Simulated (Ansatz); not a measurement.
Relaxation of the cluster Nb₃⁻ with RKS PBE0-D4/def2-TZVPD.

```sh
$ ansatz run in.yaml --threads 4 --pin off --events-out ev --progress --plain --max-ram 3916MiB
```

```yaml
crystal:
  periodic: [false, false, false]
  atoms:
    - {symbol: Nb, position_ang: [0.408600, 3.055100, 0.267900]}
    - {symbol: Nb, position_ang: [0.000000, 0.000000, 0.000000]}
    - {symbol: Nb, position_ang: [3.030100, 1.120200, 0.219900]}
basis:
  gaussian: {orbitals: def2-TZVPD}
total_charge: -1
hamiltonian: {xc: pbe0, dispersion: d4}
scf: {lower_state_search: "off"}
output: {orbitals: {seedname: orbitals}}
relax: {f_tol: 0.02, max_steps: 100}
```

Hardware: 4 threads of Arm Neoverse V1 on a shared host. Wall time 21 s.

Positions (Å) and forces (eV/Å) at steps 1, 2, 3, 4, 5, 7 of 7:

```xyz
3
step=1 energy=-4638.3483 eV
Nb    0.409    3.055    0.268    1.594   -4.892   -0.334
Nb    0.000    0.000    0.000    2.889    4.282    0.473
Nb    3.030    1.120    0.220   -4.484    0.610   -0.139
3
step=2 energy=-4641.4812 eV
Nb    0.468    2.870    0.255    1.553   -5.998   -0.426
Nb    0.108    0.162    0.018    3.143    5.359    0.572
Nb    2.863    1.143    0.215   -4.697    0.638   -0.146
3
step=3 energy=-4644.2573 eV
Nb    0.517    2.683    0.242    1.370   -3.839   -0.257
Nb    0.207    0.329    0.036    2.258    3.285    0.365
Nb    2.715    1.163    0.210   -3.627    0.554   -0.108
3
step=4 energy=-4645.3564 eV
Nb    0.603    2.540    0.234    0.615    1.480    0.147
Nb    0.314    0.438    0.049    0.163   -1.605   -0.125
Nb    2.522    1.197    0.205   -0.778    0.125   -0.023
3
step=5 energy=-4645.5121 eV
Nb    0.658    2.610    0.242   -0.164    0.041   -0.004
Nb    0.345    0.354    0.044   -0.143    0.016   -0.005
Nb    2.435    1.211    0.202    0.307   -0.057    0.008
3
step=7 energy=-4645.5150 eV
Nb    0.651    2.607    0.241    0.000   -0.001    0.000
Nb    0.341    0.360    0.044    0.001    0.001    0.000
Nb    2.447    1.209    0.203   -0.001    0.000    0.000
```

In the def2 sets Nb takes a core potential; there is no spin–orbit coupling. The highest occupied level of the charge -1 singlet lies above zero (up to 0.51 eV). The electron is either unbound and held by the finite basis, or the level is raised by self-interaction error. The relaxation made no stability test and no search for a lower SCF solution. No other spin state of charge -1 was run. The structure comes from a short search, and lower isomers may exist.
